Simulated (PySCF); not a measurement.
Isomers of C3H3F. Gas-phase values, no solvent. Strings in code marks are SMILES.

All values below come from PySCF with PBE-D3(BJ)/def2-TZVP. All candidates: neutral, multiplicity 1. Excitations are Tamm–Dancoff values on a coarser integration grid. The basis has no diffuse functions, so Rydberg states are missing or too high.

```yaml
T1 excitation (TDA): 4.75 eV
dipole_moment: 2.25 D
HOMO–LUMO gap: 5.41 eV
```

Identify which member has these values.
A. `FC1=CC1`
B. `CC#CF`
C. `FC1C=C1`
D. `C=C=CF`

C, `FC1C=C1`. The others give `CC#CF`: 5.82 eV, 1.28 D, 6.62 eV; `FC1=CC1`: 4.48 eV, 1.09 D, 5.43 eV; `C=C=CF`: 4.16 eV, 1.67 D, 4.46 eV
